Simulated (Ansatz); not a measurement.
Reading a saddle point

A first-order saddle point of SiH2Cl3F, closed shell, PBE0-D4/def2-TZVP, with one imaginary mode of 1091i cm⁻¹:

```
7
angstrom
Si -0.2483 -0.2265 -0.0605
F 0.1675 1.3294 0.9272
Cl 0.1393 -1.7654 -1.3919
Cl -0.6300 -1.2434 1.6495
Cl -1.7904 0.7262 -0.9649
H 1.0544 0.9440 0.2432
H 1.3075 0.2356 -0.4028
```

Program: Ansatz 0.2.0. Basis: def2-TZVPP and def2-QZVPP. Cores are frozen in the correlated methods. Extrapolation: Hartree–Fock as exp(−7.88 √X), correlation as X^−2.97.

(1) Which contacts change along the imaginary mode, and what lies on either side? (Judge from chemistry; the calculation decides.)

(2) Which side is lower, and how far does the saddle lie above each? (Judge from chemistry; the value comes from the calculation.)

No T1 diagnostic of these runs exceeds 0.011.

## Answers

(1) Computed: The step is SiCl₃F ([F][Si]([Cl])([Cl])[Cl]) + H₂ → SiHCl₃ ([Cl][SiH]([Cl])[Cl]) + HF, with the molecules in contact on both sides. Shortening one way: Si1–H7, F2–H6; lengthening the same way: Si1–F2, H6–H7.
```tsv
pair	one side (Å)	saddle (Å)	other side (Å)
Si1–H7	4.45	1.66	1.47
F2–H6	2.78	1.18	0.93
Si1–F2	1.58	1.89	3.43
H6–H7	0.75	0.99	3.00
```

(2) The calculation gives: The side with Si1–F2, H6–H7 short is lower by 108.9 kJ/mol; the saddle lies 274.6 kJ/mol above it and 165.6 kJ/mol above the other (CCSD(T) at an estimated basis limit (MP2 extrapolated from triple and quadruple zeta, plus CCSD(T) − MP2 in triple zeta); electronic energies).

Labels in which every atom is bracketed show which atoms are joined, not bond orders.

For scale, one of the runs: CCSD(T)/def2-TZVPP, 227 basis functions, launched by `ansatz run in.yaml --threads 4 --pin off --events-out ev --progress --plain --max-ram 9574MiB`. Hardware: 4 CPU threads of a Oxide Virtual Turin-like, shared host. Wall time 81 s; peak host memory 3.5 GiB.
